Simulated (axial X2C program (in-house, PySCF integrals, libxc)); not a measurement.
How the levels of FTbF (f8 s1 orbitals) move with the bond length

Calculated with an in-house all-electron X2C program for linear molecules (integrals from PySCF): two-component X2C with atomic mean-field Coulomb and Gaunt terms, basis F dyall-av3z, Tb dyall-v3z (cores contracted in-house). Orbitals come from Hartree–Fock averaged over the configuration Tb f8 s1; CI then distributes these electrons over the f, s shells of Tb.

At F–Tb–F held linear, both bonds 2.062 Å:

```
   Ω  energy (cm⁻¹)     g∥  configuration
13/2              0  19.95     100% f8 s1
11/2            412  16.26     100% f8 s1
 9/2            849  12.57     100% f8 s1
 7/2           1314   8.88     100% f8 s1
 5/2           1811   5.21     100% f8 s1
 3/2           2346   1.61     100% f8 s1
11/2           2512  17.28     100% f8 s1
 9/2           2878  13.57     100% f8 s1
 1/2           2907   1.51     100% f8 s1
 7/2           3220   9.76     100% f8 s1
 5/2           3541   5.96     100% f8 s1
11/2           3601  16.33     100% f8 s1
 1/2           3630   4.04     100% f8 s1
 3/2           3809   2.71     100% f8 s1
```

g∥ is the magnitude of 2⟨Lz + ge Sz⟩ for the +Ω component. The lowest 14 levels at most are listed.

At F–Tb–F held linear, both bonds 1.918 Å:

| Ω | energy (cm⁻¹) | g∥ | configuration |
| --- | --- | --- | --- |
| 13/2 | 0 | 19.95 | 100% f8 s1 |
| 11/2 | 400 | 16.27 | 100% f8 s1 |
| 9/2 | 832 | 12.58 | 100% f8 s1 |
| 7/2 | 1300 | 8.86 | 100% f8 s1 |
| 5/2 | 1806 | 5.15 | 100% f8 s1 |
| 3/2 | 2358 | 1.45 | 100% f8 s1 |
| 11/2 | 2371 | 17.10 | 100% f8 s1 |
| 9/2 | 2809 | 13.41 | 100% f8 s1 |
| 1/2 | 2961 | 2.04 | 100% f8 s1 |
| 7/2 | 3225 | 9.60 | 100% f8 s1 |
| 11/2 | 3347 | 16.50 | 100% f8 s1 |
| 5/2 | 3613 | 5.72 | 100% f8 s1 |
| 1/2 | 3693 | 5.26 | 100% f8 s1 |
| 9/2 | 3744 | 12.69 | 100% f8 s1 |

The lowest level lies 4533 cm⁻¹ above the lowest at the first distance.

Problem. How does the gap from the lowest to the fifth level change between the two distances?

Solution. From 1811 to 1806 cm⁻¹, a factor of 1.00.

There is no dynamic correlation: spin–orbit spacings and, for f shells, spacings inside one term are the most reliable numbers, splittings between terms come out too wide, and energies between configurations are not reliable, so the lowest level need not be the ground state of the molecule. At most 4 roots were kept for each Ω > 0 (twice that for Ω = 0) within 2.2 eV of the lowest, so higher up levels can be missing between those listed; levels with Ω > 0 are doubly degenerate and listed once, Ω = 0 levels singly. The molecule was held linear; bending was not examined.
